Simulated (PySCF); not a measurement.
C5H15NP2.
Structure used (PBE0-D3(BJ)/def2-SVP), in Å, numbered top down from 1:
```
atom  x, y, z in Å
C1     2.7003   -0.4696   -0.7776
C2     1.6894   -0.6576    0.3506
N3     0.5683    0.2669    0.3772
C4     0.9461    1.6120    0.7648
P5    -0.5319    0.2400   -1.0018
C6    -0.8042   -1.5785   -1.1511
C7    -2.1293    0.6299   -0.1137
P8    -2.5329    2.4503   -0.0874
H9     3.5173   -1.2029   -0.6944
H10    2.2311   -0.6002   -1.7662
H11    3.1508    0.5344   -0.7575
H12    1.3007   -1.6878    0.3308
H13    2.2053   -0.5595    1.3223
H14    1.6023    2.1357    0.0390
H15    0.0518    2.2390    0.9034
H16    1.4733    1.5780    1.7326
H17   -1.0275   -2.0464   -0.1790
H18    0.0673   -2.0713   -1.6054
H19   -1.6579   -1.7289   -1.8289
H20   -2.9275    0.0561   -0.6100
H21   -2.0287    0.2679    0.9227
H22   -3.9175    2.3322    0.2497
H23   -2.7942    2.5953   -1.4841
```

Level: PBE0/pcSseg-1 in PySCF, non-relativistic, on one gas-phase PBE0-D3(BJ)/def2-SVP geometry that isn't relaxed in the solvent. The solvent is an IEF-PCM continuum (cavity from Bondi-type radii × 1.2). The model holds no explicit solvent molecules, cavitation or dispersion.

```tsv
run	E − E(gas) (kJ/mol)	HOMO (eV)	HOMO–LUMO gap (eV)	dipole (D)
gas	0.00	-5.56	6.08	1.73
P	-18.21	-5.61	6.18	2.40
Q	-13.23	-5.57	6.15	2.19
```

**Question.** The runs were made in acetone and chloroform. Which run belongs to which solvent?

**Answer.** P = acetone, Q = chloroform. The dielectric constants are 4.711 (chloroform), 20.49 (acetone), and the energy falls further as ε rises. In this model the ground state sees the solvent through ε alone.

**Question.** How constant is the ratio of the lowering to (ε − 1)/(2ε + 1)?

**Answer.** 
```
   solvent  (ε − 1)/(2ε + 1)  E − E(gas) (kJ/mol)  ratio (kJ/mol)  polarisation term (kJ/mol)
chloroform             0.356               -13.23           -37.1                      -14.55
   acetone             0.464               -18.21           -39.2                      -20.90
```

The ratio changes by +5.6 % in size from chloroform to acetone. The polarisation term is half the interaction of the solute with the induced surface charges.

On Arm Neoverse V1, one thread, on a shared host, this took 47 s of wall time and 1.3 GiB of memory at its peak. This is the whole shielding run at PBE0/pcSseg-1 in acetone, SCF included.
